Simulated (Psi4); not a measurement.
FLi, charge +1, doublet, at a GFN2-xTB geometry (such geometries of metal compounds can be far from the true shape) (a state made from the parent by changing its charge; the spin is typed, not shown lowest); BHHLYP/def2-SVP (Psi4 1.11).

Here is a job for Psi4.
```
memory 2 GB

molecule {
1 2
Li   -0.00000000   -0.00000000   -1.65974449
F     0.00000000    0.00000000    0.55324816
}

set {
  basis def2-svp
  reference uks
  scf_type pk
  puream true
  d_convergence 1e-8
  dft_radial_points 99
  dft_spherical_points 590
}

energy('bhhlyp')
print_variables()
```

Problem. Write the output that Psi4 gives for this input, abridged.

Solution. 
```
   => Loading Basis Set <=

    Name: DEF2-SVP
    Role: ORBITAL
    Keyword: BASIS

         ---------------------------------------------------------
                                   SCF
               by Justin Turney, Rob Parrish, Andy Simmonett
                          and Daniel G. A. Smith
                              UKS Reference
         ---------------------------------------------------------

  ==> Geometry <==

    Molecular point group: c2v
    Full point group: C_inf_v

    Geometry (in Angstrom), charge = 1, multiplicity = 2:

       Center              X                  Y                   Z               Mass
    ------------   -----------------  -----------------  -----------------  -----------------
         LI           0.000000000000     0.000000000000    -1.616155509845     7.016003436600
         F            0.000000000000     0.000000000000     0.596837140155    18.998403162730

  Running in c2v symmetry.

  Rotational constants: A = ************  B =      0.67181  C =      0.67181 [cm^-1]
  Rotational constants: A = ************  B =  20140.22359  C =  20140.22359 [MHz]
  Nuclear repulsion =    6.456318184378064

  Charge       = 1
  Multiplicity = 2
  Electrons    = 11
  Nalpha       = 6
  Nbeta        = 5

  ==> Algorithm <==

  SCF Algorithm Type is PK.
  DIIS enabled.
  MOM disabled.
  Fractional occupation disabled.
  Guess Type is SAD.
  Energy threshold   = 1.00e-06
  Density threshold  = 1.00e-08
  Integral threshold = 1.00e-12

  ==> Primary Basis <==

  Basis Set: DEF2-SVP
    Blend: DEF2-SVP
    Number of shells: 11
    Number of basis functions: 23
    Number of Cartesian functions: 24
    Spherical Harmonics?: true
    Max angular momentum: 2

  ==> DFT Potential <==

   => LibXC <=

    Version 7.1.2
    S. Lehtola, C. Steigemann, M. J. T. Oliveira, and M. A. L. Marques,  SoftwareX 7, 1–5 (2018) (10.1016/j.softx.2017.11.002)

   => Composite Functional: BHANDHLYP <=

    BHandHLYP Hyb-GGA Exchange-Correlation Functional

    A. D. Becke,  J. Chem. Phys. 98, 1372 (1993) (10.1063/1.464304)
    Defined through Gaussian implementation.

    Deriv               =              1
    GGA                 =           TRUE
    Meta                =          FALSE

    Exchange Hybrid     =           TRUE
    MP2 Hybrid          =          FALSE

   => Exchange Functionals <=

    0.5000         Becke 88

   => Exact (HF) Exchange <=

    0.5000               HF

   => Correlation Functionals <=

    1.0000   Lee, Yang & Parr

   => LibXC Density Thresholds  <==

    XC_HYB_GGA_XC_BHANDHLYP:  1.00E-15

   => Molecular Quadrature <=

    Radial Scheme          =       TREUTLER
    Pruning Scheme         =           NONE
    Nuclear Scheme         =       TREUTLER

    Blocking Scheme        =         OCTREE
    BS radius alpha        =              1
    Pruning alpha          =              1
    Radial Points          =             99
    Spherical Points       =            590
    Total Points           =         113670
    Total Blocks           =            957
    Max Points             =            256
    Max Functions          =             23
    Weights Tolerance      =       1.00E-15

  ==> Integral Setup <==

  Using in-core PK algorithm.
   Calculation information:
      Number of atoms:                   2
      Number of AO shells:              11
      Number of primitives:             22
      Number of atomic orbitals:        24
      Number of basis functions:        23

      Integral cutoff                 1.00e-12
      Number of threads:                 1

  Performing in-core PK
  Using 76452 doubles for integral storage.
  We computed 2211 shell quartets total.
  Whereas there are 2211 unique shell quartets.

  ==> DiskJK: Disk-Based J/K Matrices <==

    J tasked:                  Yes
    K tasked:                  Yes
    wK tasked:                  No
    Schwarz Cutoff:          1E-12

  Minimum eigenvalue in the overlap matrix is 1.1798677186E-01.
  Reciprocal condition number of the overlap matrix is 4.8391100330E-02.
    Using symmetric orthogonalization.

  ==> Pre-Iterations <==

  SCF Guess: Superposition of Atomic Densities via on-the-fly atomic UHF (no occupation information).

   -------------------------
    Irrep   Nso     Nmo
   -------------------------
     A1        12      12
     A2         1       1
     B1         5       5
     B2         5       5
   -------------------------
    Total      23      23
   -------------------------

  ==> Iterations <==

                        Total Energy        Delta E     RMS |[F,P]|

   @UKS iter SAD:  -106.65540872650809   -1.06655e+02   0.00000e+00
   @UKS iter   1:  -106.90314334075391   -2.47735e-01   7.65562e-03 ADIIS/DIIS
   @UKS iter   2:  -106.90698098880846   -3.83765e-03   2.47875e-03 ADIIS/DIIS
   @UKS iter   3:  -106.90736346266864   -3.82474e-04   1.26327e-03 ADIIS/DIIS
   @UKS iter   4:  -106.90747408610540   -1.10623e-04   1.33276e-04 ADIIS/DIIS
   @UKS iter   5:  -106.90747693851758   -2.85241e-06   2.90111e-05 DIIS
   @UKS iter   6:  -106.90747707651758   -1.38000e-07   4.31560e-06 DIIS
   @UKS iter   7:  -106.90747708022009   -3.70251e-09   3.64431e-07 DIIS
   @UKS iter   8:  -106.90747708024718   -2.70859e-11   4.91425e-08 DIIS
   @UKS iter   9:  -106.90747708024766   -4.83169e-13   2.87358e-09 DIIS
  Energy and wave function converged.

  ==> Post-Iterations <==

   Electrons on quadrature grid:
      Nalpha   =    6.0000012857 ; deviation = 1.286e-06
      Nbeta    =    5.0000005661 ; deviation = 5.661e-07
      Ntotal   =   11.0000018517 ; deviation = 1.852e-06

   @Spin Contamination Metric:   1.654524509E-03
   @S^2 Expected:                7.500000000E-01
   @S^2 Observed:                7.516545245E-01
   @S   Expected:                5.000000000E-01
   @S   Observed:                5.000000000E-01

    Orbital Energies [Eh]
    ---------------------

    Alpha Occupied:

       1A1   -25.659228     2A1    -2.512656     3A1    -1.618636
       1B2    -0.911604     4A1    -0.825761     1B1    -0.816095

    Alpha Virtual:

       5A1    -0.225044     2B2    -0.157054     2B1    -0.156386
       6A1    -0.123360     7A1    -0.073530     8A1     0.306351
       3B2     0.315528     3B1     0.315968     4B2     0.919903
       4B1     0.977319     9A1     0.978992    10A1     1.124379
      11A1     2.831603     5B2     2.846982     1A2     2.852228
       5B1     2.913459    12A1     2.920058

    Beta Occupied:

       1A1   -25.621926     2A1    -2.512738     3A1    -1.494254
       4A1    -0.788422     1B1    -0.779048

    Beta Virtual:

       1B2    -0.387728     5A1    -0.223552     2B1    -0.155606
       2B2    -0.150635     6A1    -0.119840     7A1    -0.072900
       8A1     0.307484     3B1     0.316259     3B2     0.316452
       4B1     0.995001     9A1     1.008804     4B2     1.057116
      10A1     1.151048     5B1     2.927217    11A1     2.933779
       5B2     2.947246     1A2     2.952137    12A1     2.966201

    Final Occupation by Irrep:
             A1    A2    B1    B2
    DOCC [     4,    0,    1,    0 ]
    SOCC [     0,    0,    0,    1 ]
    NA   [     4,    0,    1,    1 ]
    NB   [     4,    0,    1,    0 ]

  @UKS Final Energy:  -106.90747708024766

   => Energetics <=

    Nuclear Repulsion Energy =              6.4563181843780644
    One-Electron Energy =                -158.7218881428394468
    Two-Electron Energy =                  51.5686832925876146
    DFT Exchange-Correlation Energy =      -6.2105904143738924
    Empirical Dispersion Energy =           0.0000000000000000
    VV10 Nonlocal Energy =                  0.0000000000000000
    Total Energy =                       -106.9074770802476593

  UHF NO Occupations:
  HONO-2 :    3 A1 1.9998362
  HONO-1 :    4 A1 1.9994289
  HONO-0 :    1 B2 1.0000000
  LUNO+0 :    5 A1 0.0005711
  LUNO+1 :    6 A1 0.0001638
  LUNO+2 :    2 B1 0.0000925
  LUNO+3 :    7 A1 0.0000000

Computation Completed

Properties will be evaluated at   0.000000,   0.000000,   0.000000 [a0]

Properties computed using the SCF density matrix

 Multipole Moments:

 ------------------------------------------------------------------------------------
     Multipole            Electronic (a.u.)      Nuclear  (a.u.)        Total (a.u.)
 ------------------------------------------------------------------------------------

 L = 1.  Multiply by 2.5417464519 to convert [e a0] to [Debye]
 Dipole X            :          0.0000000            0.0000000            0.0000000
 Dipole Y            :          0.0000000            0.0000000            0.0000000
 Dipole Z            :         -3.8690171            0.9884548           -2.8805623
 Magnitude           :                                                    2.8805623

 ------------------------------------------------------------------------------------

  Variable Map:
  ----------------------------------------------------------------------------
  "CURRENT ENERGY"              =>    -106.907477080248
  "CURRENT REFERENCE ENERGY"    =>    -106.907477080248
  "DD SOLVATION ENERGY"         =>       0.000000000000
  "DFT FUNCTIONAL TOTAL ENERGY" =>    -106.907477080248
  "DFT TOTAL ENERGY"            =>    -106.907477080248
  "DFT VV10 ENERGY"             =>       0.000000000000
  "DFT XC ENERGY"               =>      -6.210590414374
  "GRID ELECTRONS ALPHA"        =>       6.000001285677
  "GRID ELECTRONS BETA"         =>       5.000000566064
  "GRID ELECTRONS TOTAL"        =>      11.000001851741
  "NUCLEAR REPULSION ENERGY"    =>       6.456318184378
  "ONE-ELECTRON ENERGY"         =>    -158.721888142839
  "PCM POLARIZATION ENERGY"     =>       0.000000000000
  "PE ENERGY"                   =>       0.000000000000
  "SCF ITERATION ENERGY"        =>    -106.907477080248
  "SCF ITERATIONS"              =>       9.000000000000
  "SCF TOTAL ENERGY"            =>    -106.907477080248
  "TWO-ELECTRON ENERGY"         =>      51.568683292588
  "XC GRID RADIAL POINTS"       =>      99.000000000000
  "XC GRID SPHERICAL POINTS"    =>     590.000000000000
  "XC GRID TOTAL POINTS"        =>  113670.000000000000

  Array Variable Map:
  ----------------------------------------------------------------------------
  "CURRENT DIPOLE"              =>       0.000000000000 ... -2.880562294950 1 by 3
  "SCF DIPOLE"                  =>       0.000000000000 ... -2.880562294950 1 by 3
  "SCF TOTAL ENERGIES"          =>    -106.655408726508 ... -106.907477080248 1 by 10
```
